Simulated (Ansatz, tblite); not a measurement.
Cost and result up the ladder for SbMe2Br (C2H6BrSb) (10 atoms). Charge 0, multiplicity 1. Geometry: B3LYP-D4/def2-SVP.

Cartesian coordinates in Å:
```
Sb -0.801 -0.245 -1.048
C 1.122 0.781 -0.874
H 1.152 1.336 0.074
H 1.251 1.476 -1.715
H 1.926 0.029 -0.893
C -0.634 -1.166 0.928
H -1.598 -1.612 1.209
H -0.352 -0.400 1.664
H 0.135 -1.953 0.891
Br -2.200 1.755 -0.236
```

Ansatz on 4 threads of Arm Neoverse V1 on a shared host; xTB runs through tblite on one thread. Times are rough, summed over both states, and most runs start from the orbitals of an earlier one. PBE0-D4/def2-TZVP serves as the yardstick here, not as an exact answer. Differences are given only for rows in sets of like size (and for xTB, whose basis is part of the method), since another set adds its own error. The other state is a doublet.

In the def2 sets Sb takes a core potential; there is no spin–orbit coupling. The xTB rows come from tblite. Correlated methods freeze 15 core orbitals; core or outer-core shells of Sb, Br are correlated, in sets that lack core-valence functions. The rows differ in basis, and correlated rows in double-zeta sets carry the largest basis error. In CCSD on the charge 1 doublet the largest single amplitude is 0.16, so its Hartree–Fock determinant may place the open shell otherwise than the density functionals do.

Correlated methods converge slowly with the basis, most of all in double-zeta sets.

Raw xTB energies of ions are shifted by several eV.

| level | functions | wall time | vertical IE (eV) | difference from PBE0-D4/def2-TZVP (eV) |
| --- | --- | --- | --- | --- |
| GFN2-xTB | 32 | 0.01 s | 13.52 | 4.60 |
| GFN1-xTB | 38 | 0.013 s | 14.41 | 5.50 |
| PBE-D4/def2-TZVP | 196 | 6.7 s | 8.70 | -0.22 |
| PBE0-D4/def2-TZVP | 196 | 11 s | 8.92 | 0.00 |
| r2SCAN-D4/def2-TZVP | 196 | 16 s | 8.82 | -0.09 |
| CCSD(T)/def2-SVP | 116 | 90 s | 8.77 | – |
